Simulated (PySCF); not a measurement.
S4, SMILES S=S(=S)=S. Coordinates come from a ωB97X-D3(BJ)/def2-SVP optimisation.

TDDFT-PBE/def2-SVPD in PySCF puts the lowest singlet excitations at 1.51, 2.85, 2.93, 2.93, 3.49, 3.49 eV.

Task: What are the lowest excitation roots from ADC(2)/aug-cc-pVDZ run with PySCF? (An estimate is asked for; the answer gives what the named calculation found.)

Result: 1.71, 3.25, 3.25, 3.32, 3.51, 3.51 eV. S1 differs by 0.20 eV (second minus first; roots are paired by order, and the bases may differ).
